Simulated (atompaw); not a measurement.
Scattering properties, PAW (atompaw) potential for V

* Element: vanadium
* Generator: atompaw 4.2.0.5
* Type: PAW
* Functional: PBEsol
* Relativity: scalar-relativistic
* Frozen core: [Ne]
* Valence charge: 13
* Reference configuration: 3s2 3p6 3d3 4s0 4p0 (charge +2)
* Partial waves: 3s (bound): rc 1.30 bohr; 4s (bound, empty): rc 2.00 bohr; 3p (bound): rc 1.60 bohr; 4p (bound, empty): rc 2.00 bohr; 3d (bound): rc 2.00 bohr; 3d channel at -1 Ry: rc 1.60 bohr
* Local potential: bessel scheme, radius 1.60 bohr
* Core correction: smooth core density matched at 1.20 bohr
* Augmentation charge: sinc compensation charge, radius 1.90 bohr; PAW radius 2.00 bohr; waves and projectors: custom polynom vanderbiltortho

The phase is arctan(r·u′/u) with u = r·R(r), unwrapped; energies in Ry, scanned from -8 to 5 Ry. A pole is an energy at which the radial function vanishes at the test radius. The pseudo phase is shifted by a multiple of π to meet the all-electron one at the reference energy, and phase errors are pseudo minus all-electron; the curves can meet again beyond the range given. Levels narrower than the energy grid can be missing from the lists of poles.

| channel | radius (bohr) | reference energy (Ry) | poles, all-electron | poles, pseudo | unbroken range about the reference energy with phases within 0.05 rad | phase error 1 Ry above the reference energy (rad) |
| --- | --- | --- | --- | --- | --- | --- |
| s | 2.01 | -1.29 | -6.19, 4.68 | -6.19, 4.43 | the whole range | -0.003 |
| p | 2.01 | -0.94 | -4.17 | -4.17 | the whole range | +0.002 |
| d | 2.01 | -1.56 | -0.95 | -0.95 | below 2.0 | +0.000 |

Phases in the d channel:

```
E (Ry)  all-electron  pseudo
 -8.00         1.380   1.381
 -7.76         1.376   1.377
 -7.52         1.373   1.373
 -7.28         1.369   1.369
 -7.04         1.364   1.365
 -6.80         1.360   1.360
 -6.56         1.355   1.355
 -6.32         1.350   1.350
 -6.08         1.344   1.345
 -5.84         1.338   1.338
 -5.60         1.331   1.332
 -5.36         1.324   1.324
 -5.12         1.315   1.316
 -4.88         1.306   1.307
 -4.64         1.296   1.296
 -4.40         1.284   1.285
 -4.16         1.271   1.271
 -3.92         1.255   1.255
 -3.68         1.236   1.236
 -3.44         1.212   1.212
 -3.20         1.182   1.182
 -2.96         1.142   1.142
 -2.72         1.085   1.085
 -2.48         0.996   0.996
 -2.24         0.836   0.836
 -2.00         0.483   0.484
 -1.76        -0.316  -0.316
 -1.52        -1.061  -1.061
 -1.28        -1.381  -1.381
 -1.04        -1.533  -1.533
 -0.80        -1.625  -1.625
 -0.56        -1.689  -1.689
 -0.32        -1.740  -1.740
 -0.08        -1.786  -1.786
  0.16        -1.829  -1.829
  0.40        -1.875  -1.873
  0.64        -1.924  -1.922
  0.88        -1.981  -1.977
  1.12        -2.050  -2.044
  1.36        -2.139  -2.127
  1.60        -2.256  -2.236
  1.84        -2.419  -2.382
  2.08        -2.650  -2.586
  2.32        -2.962  -2.860
  2.56        -3.326  -3.192
  2.80        -3.663  -3.525
  3.04        -3.921  -3.798
  3.28        -4.103  -4.000
  3.52        -4.231  -4.145
  3.76        -4.324  -4.251
  4.00        -4.394  -4.330
  4.24        -4.449  -4.390
  4.48        -4.492  -4.439
  4.72        -4.528  -4.478
  4.96        -4.558  -4.510
```
